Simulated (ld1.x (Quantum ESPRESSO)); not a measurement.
## u(r) = r·R(r): atom against pseudo-atom (arsenic)

Columns: radius, all-electron u(r) and pseudo u(r) of the 4p shell (level -5.19 eV) of arsenic in the configuration [Ar] 3d10 4s2 4p3; PBE, scalar-relativistic, RRKJ scheme, ld1.x (Quantum ESPRESSO) 7.5.

```csv
r (bohr),all-electron,pseudo
0.108,0.1694,0.0023
0.215,0.0027,0.0097
0.322,-0.1990,0.0234
0.430,-0.2795,0.0451
0.538,-0.2481,0.0764
0.645,-0.1528,0.1178
0.752,-0.0305,0.1694
0.860,0.0974,0.2305
0.968,0.2174,0.2979
1.075,0.3225,0.3674
1.182,0.4119,0.4354
1.290,0.4863,0.4988
1.398,0.5456,0.5535
1.505,0.5910,0.5972
1.612,0.6245,0.6297
1.720,0.6478,0.6516
1.828,0.6619,0.6640
1.935,0.6682,0.6689
2.042,0.6680,0.6681
2.150,0.6625,0.6625
2.258,0.6526,0.6526
2.365,0.6392,0.6392
2.472,0.6231,0.6231
2.580,0.6047,0.6047
2.688,0.5848,0.5848
2.795,0.5639,0.5639
```

Question: How many radial nodes do the two functions have?

Answer: The all-electron 4p function has n − l − 1 = 2; the pseudo-wave has 0, since the states of the same l below it are removed with the core.

Question: At about which radius was the pseudo-wave matched?

Answer: 2.15 bohr. The columns agree to 0.0005 from 2.04 bohr on; several derivatives are matched, so the curves merge somewhat inside the radius.

Question: Is the pseudo-wave norm-conserving?

Answer: Yes: the RRKJ scheme keeps the norm inside the radius equal to the all-electron one, which fixes the energy derivative of the logarithmic derivative at the level.
